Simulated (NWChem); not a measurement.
Molecule: SiICl2F; SMILES F[Si](Cl)(Cl)I

Program: NWChem. The geometry was optimised at PBE-D3(BJ)/def2-SVP (def2 core potentials past Kr).

Problem. Estimate the computed values for PBE/3-21G, non-relativistic. Quantities: highest occupied level (eV); orbital gap (eV); dipole (D).

Solution. 
```yaml
highest occupied level (eV): -7.39
orbital gap (eV): 4.41
dipole (D): 1.21
```
